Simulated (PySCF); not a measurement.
## Radial density of Br (bromine, neutral)

UHF, [Ar] 3d10 4s1 4p6, 2S determinant (an excited configuration). All numbers are calculated (PySCF 2.14, the spin-free X2C one-electron Hamiltonian (Gaussian nucleus), in x2c-TZVPPall (6s5p4d1f, 48 functions)).

| r (bohr) | 4πr²ρ (e/bohr) | 4πr²(ρα − ρβ) |
| --- | --- | --- |
| 0.000643 | 0.2712 | 0.0002 |
| 0.00108 | 0.6657 | 0.0005 |
| 0.00182 | 1.629 | 0.0013 |
| 0.00306 | 3.875 | 0.0031 |
| 0.00515 | 8.708 | 0.0068 |
| 0.00866 | 17.85 | 0.0135 |
| 0.0146 | 31.37 | 0.0222 |
| 0.0245 | 42.54 | 0.0246 |
| 0.0412 | 40.39 | 0.0129 |
| 0.0693 | 36.01 | 0.0245 |
| 0.117 | 50.02 | 0.0803 |
| 0.196 | 39.70 | -0.0030 |
| 0.330 | 29.62 | 0.1237 |
| 0.555 | 31.33 | 0.0631 |
| 0.934 | 8.569 | 0.3704 |
| 1.57 | 4.435 | 0.9690 |
| 2.64 | 1.878 | 0.0655 |
| 4.44 | 0.1648 | -0.0458 |
| 7.47 | 0.0003631 | -0.0001 |

Densities and radii are taken from the X2C orbitals without a picture-change correction, which distorts them close to the nucleus.

(1) Where is the radial spin density 4πr²(ρα − ρβ) most negative, and why is it negative at all?

Answers

(1) Around r = 4.44 bohr, down to -0.0458 e/bohr: exchange with the open shell polarises the paired shells in an unrestricted calculation.
